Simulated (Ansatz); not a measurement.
Species: ZnF (charge +1, singlet). 
Structure (B3LYP-D3(BJ)/def2-TZVP (Ansatz, a program for electronic structure) minimum search):
SMILES: [F][Zn+]
```xyz
2

Zn     0.0000     0.0000    -0.3980
F      0.0000     0.0000     1.3268
```
Charge +1, spin multiplicity 1.

Basis-set convergence of Hartree-Fock and CCSD correlation energies (hartree) with Ansatz. Correlated levels leave the core frozen unless marked. No spin-orbit coupling. Frozen are the shells of the preceding noble gas and the d and f shells that filled before the atom's block. Non-relativistic.

```json
[
 {"basis": "def2-SVPD", "functions": "57", "E(HF)": "-1876.62178", "E(corr, CCSD)": "-0.46205"},
 {"basis": "def2-TZVPPD", "functions": "107", "E(HF)": "-1876.97916", "E(corr, CCSD)": "-0.67553"},
 {"basis": "def2-QZVPPD", "functions": "166", "E(HF)": "-1877.02774", "E(corr, CCSD)": "-0.72310"}
]
```

Extrapolating the two largest sets (X = 3 and 4) as X^-3: E(corr) = (64·(-0.72310) - 27·(-0.67553))/37 = -0.7578 Eh, an estimate of the basis-set limit. The largest set recovers 95.4 % of it, the smallest 61.0 %.
